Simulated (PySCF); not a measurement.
C₃S₂, SMILES S=C=C=C=S. Geometry optimised at PBE0-D3(BJ)/def2-SVP.

Method: PBE0-D3(BJ)/def2-SVP (PySCF 2.14.0).

Harmonic wavenumbers (cm⁻¹): 105, 105, 429, 429, 515, 531, 531, 1079, 1765, 2213. Rotational constants (GHz): 0.9077 (linear); symmetry number 2.

Problem. Work out the zero-point energy and the ideal-gas rigid-rotor harmonic-oscillator thermochemistry at 298.15 K and 1 atm.

Solution. ZPE = ½ Σ hcν = ½ × 7703 cm⁻¹ = 11.01 kcal/mol. H − E(el) = 14.75 kcal/mol. Entropy in cal/(mol K): translation 39.72, rotation 18.16, vibration 10.29, total 68.17. G − E(el) = -5.57 kcal/mol. Cp = 17.57 cal/(mol K). Modes under 150 cm⁻¹ make the vibrational entropy uncertain.
